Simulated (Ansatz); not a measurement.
Reactions of `[BH2][SnH]([Cl])[O]C`.

Gas-phase electronic energies from Ansatz, PBE0-D4/def2-TZVP geometries. CBS: MP2 limit from def2 TZ/QZ plus the TZ coupled-cluster correction, frozen cores. This one scheme is used for every species. def2 core potentials past Kr. For Ga, Sn outer-core shells are correlated without core-valence functions, which leaves a few kJ/mol of doubt a bond. Scalar relativity is left out up to krypton. One conformer a species, not always the lowest.

Q: Order these by ΔE at CCSD(T)/CBS, lowest first. (An estimate is asked.)
A. `[BH2][SnH]([Cl])[O]C` + `BC(C)F` → `BC(B)C` + `C[O][SnH]([F])[Cl]`
B. `[BH2][SnH]([Cl])[O]C` + `FCC[SiH2]Cl` → `BCC[SiH2]Cl` + `C[O][SnH]([F])[Cl]`
C. `[BH2][SnH]([Cl])[O]C` + CH₃OH → `C[O][SnH]([Cl])[O]C` + BH₃
D. `[BH2][SnH]([Cl])[O]C` + `[SiH3][GaH][Cl]` → `C[O][SnH]([Cl])[Cl]` + `[BH2][GaH][SiH3]`

A: A (-39.9 kcal/mol), B (-34.3 kcal/mol), C (-6.7 kcal/mol), D (+10.4 kcal/mol).

Largest T1 diagnostic: 0.014, for `[BH2][GaH][SiH3]`.
